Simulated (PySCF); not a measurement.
**Working out the ionisation energy of Ne⁺**

Ne⁺ [He] 2s2 2p5 (2P) → Ne²⁺ [He] 2s2 2p4 (3P). Computed with PySCF 2.14 in aug-cc-pCVTZ-DK (7s6p4d2f, 59 functions), with the spin-free X2C one-electron Hamiltonian (Gaussian nucleus). Frozen: nothing. Energies in hartree (1 hartree = 27.21139 eV):

| part | Ne⁺ (lower) | Ne²⁺ (upper) |
| --- | --- | --- |
| UHF | -127.947433 | -126.505434 |
| CCSD correlation | -0.276550 | -0.222653 |
| (T) | -0.003181 | -0.001851 |

What does Hartree-Fock give?

(-126.505434) − (-127.947433) = 1.441999 hartree = 39.239 eV.

What do CCSD and CCSD(T) give?

The CCSD correlation energies differ by 0.053897 hartree = 1.467 eV and the triples by 0.001330 hartree = 0.036 eV, so CCSD gives 40.706 eV and CCSD(T) 40.742 eV.

A first-order spin-orbit estimate adds -0.005 eV to CCSD(T) (valence and next inner shell), giving 40.737 eV against 40.963 eV (measured; NIST Atomic Spectra Database, ionization energies).

What remains against the reference includes basis incompleteness and higher excitations.
